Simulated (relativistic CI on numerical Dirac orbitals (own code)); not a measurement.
## Ba⁵⁺: calculation against measurement

Method of calculation: Dirac-Coulomb-Breit CI, separate exchange-only KLI orbitals for each configuration, model QED (radiative potential, 1s self-energy scaled to tabulated hydrogen-like ionisation energies), valence Slater integrals scaled by 0.85, P86 correlation energy added to each configuration (own radial code, finite nucleus).

CI space (outside the closed core [Kr] 4d10): 5s²5p³, 5s5p⁴, 5s²5p²5d, 5p⁵, 5s²5p²4f, 5s5p³5d, 5s²5p²5f, 5s²5p²6s, 5s²5p²5g, 5s²5p4f5d, 5s²5p²6p, 5s5p³4f, 5s5p³5f, 5s²5p4f², 5s²4f²5d, 5s²4f³, 5s5p4f²5d, 5s²4f²5f, 5s²4f²6s. Double excitations out of closed p, d and f shells are left out; levels of such configurations are missing from the list, as are those of other unlisted configurations, and high levels can miss mixing partners.

```
Configuration  Term (tabulated)    J  Measured (cm⁻¹)  Computed  Error  Purity (%)
       5s²5p³               4S°  3/2              0.0         0      0          73
       5s²5p³               2D°  3/2          17260.6     17221    -39          67
       5s²5p³               2D°  5/2          23547.2     23446   -101          97
       5s²5p³               2P°  1/2          36155.7     36837    681          98
       5s²5p³               2P°  3/2          49621.0     49695     74          68
     5s²5p²5d                4F  5/2         183552.2    189200   5647          63
     5s²5p²5d                2F  5/2         191382.2    197518   6135          67
     5s²5p²5d                4F  7/2         192561.2    197839   5278          80
     5s²5p²5d                4D  1/2         193882.1    199421   5539          62
     5s²5p²5d                4D  3/2         197255.4    203584   6329          78
     5s²5p²5d                4P  5/2         214870.8    226058  11187          71
     5s²5p²5d                4P  1/2         218693.8    229659  10965          56
     5s²5p²5d                2D  5/2         228330.9    239736  11405          71
     5s²5p²5d                2P  1/2         229293.1    241073  11780          60
     5s²5p²6s                4P  1/2         247725.6    257641   9915          72
     5s²5p²6s                4P  3/2         261563.8    271396   9833          93
     5s²5p²6s                2P  1/2         265653.5    275959  10306          78
     5s²5p²6s                4P  5/2         267649.7    278142  10493          67
     5s²5p²6s                2D  5/2         288565.1    299985  11420          65
     5s²5p²6s                2S  1/2         307387.0    318984  11597          85
```

Measured levels from Sansonetti and Curry, J. Phys. Chem. Ref. Data 39, 043103 (2010); pairs were made by configuration, J and term (by order where the table uses no LS term), so strongly mixed levels may be paired wrongly.

Mean error by configuration (cm⁻¹): 5s²5p³ 154; 5s²5p²5d 8252; 5s²5p²6s 10594. Over the excited levels the mean absolute error is 7301 cm⁻¹ (19 of the 46 excited levels that our extract of the source holds in range could be paired, and the others can miss by more), and the median relative error of those above 1,000 cm⁻¹ is 3.8 %.
